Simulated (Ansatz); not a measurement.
Reaction (silylene formation by 1,1-elimination): `N[SiH](Cl)CCl` → `ClCCl` + `N[SiH]`

Program: Ansatz. Geometries: PBE0-D4/def2-TZVP. ΔE: electronic, gas phase. CBS: MP2 limit from def2 TZ/QZ plus the TZ coupled-cluster correction, frozen cores. This one scheme is used for every species. DFT in def2-TZVPP. One conformer a species, not always the lowest.

| level | ΔE (kJ/mol) |
| --- | --- |
| r2SCAN0-D4 | 363.4 |
| CCSD/CBS(def2) | 342.1 |

**Question.** What does CCSD(T)/CBS give? (An estimate is asked.)

**Answer.** Ansatz gave: +342.3 kJ/mol. The listed levels differ from it by 21.1, -0.2 kJ/mol.

**Question.** What do rigid-rotor, harmonic-oscillator terms from PBE0-D4/def2-TZVP frequencies (298.15 K, 1 bar) make of the CCSD(T)/CBS value? (Best estimate.)

**Answer.** Computed: ΔZPE = -7.2 kJ/mol, ΔH = +336.3 kJ/mol, ΔS = 155 J/(mol·K), ΔG = +290.1 kJ/mol.

Largest T1 diagnostic among the species: 0.015.

The D4 term adds +19.8 kJ/mol with B3LYP and +11.0 kJ/mol with PBE0; it sums over pairs of atoms, weighted by their polarisabilities, and B3LYP, whose exchange is more repulsive, gets the larger term. From BLYP to BHLYP (50 % exact exchange), in def2-TZVPP and without D4, ΔE moves by +49.0 kJ/mol.

B3LYP here is the variant with VWN-RPA as its local correlation; programs differ in this.
